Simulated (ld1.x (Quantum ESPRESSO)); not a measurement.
Before and after: TM potential for terbium (Tb)

| Quantity | Value |
| --- | --- |
| Element | terbium (Tb) |
| Generator | ld1.x (Quantum ESPRESSO) 7.5 |
| Type | norm-conserving Troullier–Martins (Kleinman–Bylander form) |
| Functional | PBE |
| Relativity | scalar-relativistic |
| Frozen core | [Xe] |
| Valence charge | 11 |
| Reference configuration | 4f9 5d0 6s1.75 6p0 (charge +0.25) |
| Partial waves | 6s (bound): rc 3.35 bohr; 5d (bound, empty): rc 2.80 bohr; 4f (bound): rc 1.20 bohr; 6p (bound, empty): rc 4.20 bohr |
| Local potential | the p channel |
| Core correction | none |

All-electron outer shells of the reference configuration (PBE, scalar-relativistic, ld1.x):

| shell | level (eV) | outermost node (bohr) | outermost maximum (bohr) |
| --- | --- | --- | --- |
| 5s | -48.97 | 0.64 | 1.18 |
| 5p | -26.31 | 0.69 | 1.35 |
| 6s | -4.90 | 1.60 | 3.45 |
| 4f | -4.50 | – | 0.56 |
| 5d | -2.60 | 0.78 | 2.09 |
| 6p | -2.16 | 1.95 | 4.66 |

Change: wave 6s (bound): rc 3.35 bohr becomes 6s (bound): rc 2.26 bohr.

Cutoffs: the cutoffs (Ry, on a coarse ladder) from which the occupation-weighted sum of valence levels, in a spherical-Bessel basis at the reference potential, stays within 10 and 1 mRy of its value at 400 Ry; they do not see the model core or the augmentation charge, which bear on the density cutoff. Errors are all-electron minus pseudo energies relative to the spin-unpolarised reference configuration.

**Question.** How do hardness, ghosts and transferability respond?

**Answer.** Of the 7 tests that both files solve, the error grows in 2 and shrinks in 1 by more than 15 % and 0.3 meV (median size 275.7 → 286.2 meV); neither file shows a bound ghost at the reference potential, the only one tested.

| quantity | base | changed |
| --- | --- | --- |
| cutoff, loose | 260 Ry | 260 Ry |
| cutoff, tight | over 300 Ry | over 300 Ry |
| loose cutoff by channel (10 mRy a level) | s 6 Ry, f 230 Ry | s 15 Ry, f 230 Ry |
| bound ghosts | none | none |
| error for 4f9 5d0 6s2 6p0, meV [ΔE -1.07 eV] | +0.9 | +1.0 |
| error for 4f9 5d0 6s1 6p0, meV [ΔE 5.09 eV] | +13 | +15 |
| error for 4f9 5d0 6s0 6p0, meV [ΔE 16.61 eV] | +276 | +286 |
| error for 4f7 5d0 6s0 6p0, meV [ΔE 86.04 eV] | -8865 | -9989 |
| error for 4f8 5d1 6s2 6p0, meV [ΔE 3.03 eV] | -1433 | -1127 |
| error for 4f9 5d1 6s1 6p0, meV [ΔE 1.40 eV] | +6.8 | +16 |
| error for 4f8 5d1 6s1 6p0, meV [ΔE 9.77 eV] | -1422 | -1364 |
| s: phases at 4.57 bohr within 0.05 rad from the reference energy up to (Ry; the scan ends near 5) | 0.5 | 0.5 |
| p: phases at 4.57 bohr within 0.05 rad from the reference energy up to (Ry; the scan ends near 5) | n/a | n/a |
| d: phases at 4.57 bohr within 0.05 rad from the reference energy up to (Ry; the scan ends near 5) | 0.3 | 0.3 |
| f: phases at 4.57 bohr within 0.05 rad from the reference energy up to (Ry; the scan ends near 5) | n/a | n/a |

Base: These tests converged, but a pseudo level misses the all-electron one widely, so the file describes the atom poorly there or has found another state: 4f7 5d0 6s0 6p0: 4f by 9.4 eV (a node warning on the way); 4f8 5d1 6s2 6p0: 4f by 3.4 eV; 4f8 5d1 6s1 6p0: 4f by 3.5 eV. Changed file: These tests converged, but a pseudo level misses the all-electron one widely, so the file describes the atom poorly there or has found another state: 4f7 5d0 6s0 6p0: 4f by 10.0 eV (a node warning on the way); 4f8 5d1 6s2 6p0: 4f by 2.4 eV; 4f8 5d1 6s1 6p0: 4f by 3.0 eV.
